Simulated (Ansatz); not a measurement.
Cost and result up the ladder for Mg₉Se₉ (18 atoms). Charge 0, multiplicity 1. Geometry: PBE-D4/def2-SVP.

Cartesian coordinates in Å:
```
Mg 3.396 0.750 -0.204
Mg 0.561 2.112 -0.193
Mg -2.571 0.725 -1.176
Mg 2.429 1.738 2.433
Mg -1.751 -0.936 1.774
Mg -2.187 2.270 1.442
Mg -0.354 -2.578 -1.194
Mg -0.841 -2.061 -4.002
Mg 1.380 -1.117 1.253
Se -0.114 1.129 2.543
Se -2.621 -1.465 -2.358
Se 2.832 3.197 0.401
Se -0.359 -2.962 1.377
Se 0.733 -3.686 -3.216
Se 1.231 -0.176 -1.243
Se 3.706 -0.431 2.076
Se -1.670 3.131 -0.877
Se -3.801 0.358 1.164
```

Ansatz; hardware A = 2 threads of AMD EPYC 7R13 on a shared host and a share (18 GiB) of an NVIDIA H100 80GB HBM3; B = 2 threads of AMD EPYC 7R13 on a shared host. Times are rough, and most runs start from the orbitals of an earlier one. No level here is sound enough to serve as a yardstick. Binding counts from free atoms at the same level (Mg singlet, Se triplet; other spins of the atoms weren't run), without zero-point energy or a counterpoise term.

Correlated methods freeze 90 core orbitals; core or outer-core shells of Mg, Se are correlated, in sets that lack core-valence functions. The rows differ in basis, and correlated rows in double-zeta sets carry the largest basis error. Single mean-field runs in def2-SVP, def2-TZVP are fitted with def2-universal-jkfit. Another isomer (singlet) lies 0.11 eV lower at PBE0-D4/def2-TZVP; other spin states weren't run for this one.

Correlated methods converge slowly with the basis, most of all in double-zeta sets.

| level | functions | wall time | binding energy per atom (eV) |
| --- | --- | --- | --- |
| BLYP-D4/def2-SVP [A] | 450 | 6.5 s | 2.77 |
| PBE-D4/def2-SVP (with forces) [A] | 450 | 7 s | 2.97 |
| r2SCAN-D4/def2-SVP [A] | 450 | 8 s | 3.06 |
| PBE0-D4/def2-SVP [A] | 450 | 9 s | 2.96 |
| MP2/def2-SVP [A] | 450 | 15 s | 2.89 |
| RPA@PBE/def2-SVP [A] | 450 | 17 s | 2.46 |
| PBE0-D4/def2-TZVP [A] | 720 | 20 s | 2.95 |
| HF/STO-3G [B] | 243 | 27 s | 4.17 |
| PBE-D4/def2-TZVP [A] | 720 | 40 s | 2.95 |
